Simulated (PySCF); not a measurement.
# Spinor energies of Ag (silver, neutral)

Start: [Kr] 4d9 5s1 6s1; 4d3/2 filled at m_j = -3/2, -1/2, +1/2, +3/2; 4d5/2 filled at m_j = -3/2, -1/2, +1/2, +3/2, +5/2; 5s1/2 filled at m_j = +1/2; 6s1/2 filled at m_j = +1/2. Calculated with PySCF 2.14 in x2c-TZVPall-2c with one added diffuse shell each of s, p, d type (9s10p8d1f, 86 functions): generalised Hartree-Fock with the X2C-1e Hamiltonian and a Gaussian nucleus; one run each with spin-orbit coupling (SO) switched off, then screened by Boettger's factors. This is a chosen level, not necessarily the ground level.

```
spinor shell  electrons  ε, spin-free (eV)  ε, screened SO (eV)  weight of nominal j (screened SO)  rms radius, screened SO (bohr)
       1s1/2          2           -25654.9             -25652.9                              1.000                          0.0357
       2s1/2          2            -3871.5              -3870.9                              1.000                           0.146
       2p1/2          2            -3466.6              -3588.0                              1.000                           0.127
       2p3/2          4            -3466.6              -3410.5                              1.000                           0.131
       3s1/2          2            -754.32              -754.15                              1.000                           0.392
       3p1/2          2            -617.98              -640.16                              1.000                           0.387
       3d3/2          4            -403.48              -407.38                              0.999                           0.374
       3d5/2          6            -403.48              -400.69                              0.999                           0.377
       4s1/2          2            -125.37              -125.32                              1.000                           0.975
       4p1/2          2            -83.347              -87.799                              0.986                            1.05
       4p3/2          4            -83.347              -81.227                              0.993                            1.08
       4d3/2          4            -22.570              -23.237                              0.888                            1.43
       4d5/2          5            -22.570              -22.052                              0.910                            1.45
       5s1/2          1            -11.858              -11.859                              0.999                            3.00
       6s1/2          1             -2.350               -2.349                              1.000                            8.22
```

Q: Where does 3p3/2 lie, and what is the 3p spin-orbit splitting (screened SO)?

A: At -607.66 eV, 32.507 eV above 3p1/2.

```
   quantity    spin-free  screened SO
E (hartree)  -5312.02143  -5313.01263
        M_J          7/2          7/2
       ⟨J²⟩       15.756       15.756
       ⟨L²⟩        6.006        6.020
       ⟨S²⟩        3.751        3.765
```

Each row is a mean over spinors that exchange with the open shell spreads, by up to 5.481 eV (4p3/2).

Rows whose weight is well below 1 are mixtures of j = l ± 1/2: exchange outweighs spin-orbit coupling there, and the label is only the starting occupation.

Breit and QED terms are absent; they matter most for the inner s and p1/2 levels.

Densities and radii are taken from the X2C orbitals without a picture-change correction, which distorts them close to the nucleus.

Without spin-orbit coupling the j labels of p, d and f shells carry no meaning; the spin-free column gives the mean over the occupied spinors of each nl shell.
